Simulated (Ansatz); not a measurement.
Task: Name a neutral molecule of C, N, Se and H with HOMO–LUMO gap (B3LYP/def2-TZVPP) between 4.90 and 5.20 eV and HOMO energy (ωB97M-V/def2-TZVPP) between -8.45 and -8.15 eV (Ansatz, PBE0-D4/def2-TZVP geometry).

Result: `C1NC[Se]1` (4.97 eV, -8.31 eV). Other molecules can fit too; these were computed, each in one conformer that needn't be the lowest.

B3LYP here is the variant with VWN-RPA as its local correlation; programs differ in this.
